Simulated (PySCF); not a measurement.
Al(Cl)(OH)(SeH) (AlClH₂OSe), SMILES [OH][Al]([Cl])[SeH]. Geometry optimised at r2SCAN-D4/def2-SVP. The structure was generated by enumeration; whether it is a known compound was not checked. Other conformers were not sampled.

Computed equilibrium geometry at r2SCAN-D4/def2-SVP (PySCF confirms it by a frequency run) as a Z-matrix, and its point group (one conformer of several):
point group Cs.
```
Al
O 1 1.6934
H 2 0.9611 1 126.88
Cl 1 2.1012 2 121.98 3 0.00
Se 1 2.2931 2 118.22 3 180.00
H 5 1.4731 1 89.77 2 0.00
```
Charge 0, spin multiplicity 1.
